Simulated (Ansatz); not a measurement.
Species: sum formula Si2H4Cl2, charge 0, multiplicity 1. SMILES: Cl[SiH2][SiH2]Cl
Coordinates optimised at B3LYP-D3(BJ)/def2-TZVP (Ansatz, a first-principles code):
```xyz
8

Cl     2.0009     1.7397     0.3442
Si     1.1631    -0.1296     0.0036
Si    -1.1630     0.1307    -0.0104
Cl    -2.0010    -1.7409    -0.3372
H      1.5975    -1.0383     1.0857
H      1.6573    -0.6309    -1.2963
H     -1.5981     1.0316    -1.0988
H     -1.6562     0.6414     1.2863
```
Charge 0, spin multiplicity 1.

Property: vertical triplet-singlet gap (E(triplet) - E(singlet); each state is the SCF solution reached for its spin), in kJ/mol. Correlated levels leave the core frozen unless marked. UHF or UKS for open shells. No spin-orbit coupling. No relativistic terms. Basis-set limits of correlation are two-point, X^-3; Hartree-Fock from the larger set. [CCSD(T)-MP2]/basis is that difference in the basis named.

```
level                                                                      program  vertical triplet-singlet gap (kJ/mol)
-------------------------------------------------------------------------  -------  -------------------------------------
PBE0/def2-TZVPD                                                             Ansatz                                  483.0
wB97X-V/def2-TZVPD                                                          Ansatz                                  532.2
SCS-MP2/aug-cc-pV(T+d)Z                                                     Ansatz                                  556.1
CCSD/aug-cc-pV(D+d)Z                                                        Ansatz                             (withheld)
RI-MP2/CBS(aug-cc-pV(T+d)Z,aug-cc-pV(Q+d)Z)+[CCSD(T)-MP2]/aug-cc-pV(T+d)Z   Ansatz                             (withheld)
```

Q: Complete the blanks.

A: 
- CCSD/aug-cc-pV(D+d)Z, vertical triplet-singlet gap (kJ/mol): 536.4
- RI-MP2/CBS(aug-cc-pV(T+d)Z,aug-cc-pV(Q+d)Z)+[CCSD(T)-MP2]/aug-cc-pV(T+d)Z, vertical triplet-singlet gap (kJ/mol): 526.5
